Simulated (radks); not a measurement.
These are the eigenvalues of the occupied orbitals of an atom or ion with whole-number occupations (Ry). Method: non-relativistic Kohn-Sham, PBE, spin-polarised, spherical densities, point nucleus; computed with a radial shooting solver on a logarithmic mesh with Libxc functionals.

1s up: -230.6010
1s down: -230.5677
2s up: -23.87058
2s down: -23.84100
2p up: -19.11001
2p down: -19.06735
3s up: -3.77715
3s down: -3.58416
3p up: -2.68064
3p down: -2.49817

Which element is it, and in what charge state? The configuration may be excited. Open shells, if any, are filled with parallel spins first.

Answer. Z = 18, argon, charge +2: Ar2+ in [Ne] 3s2 3p4. The list shows which subshells hold electrons but not how many an open one holds; the 1s level, -115.3 hartree, gives Z - s = 15.2 by -(Z - s)^2/2, which with screening narrows Z to a few neighbours, and the depths of the outer levels then fix element, charge and occupations together.
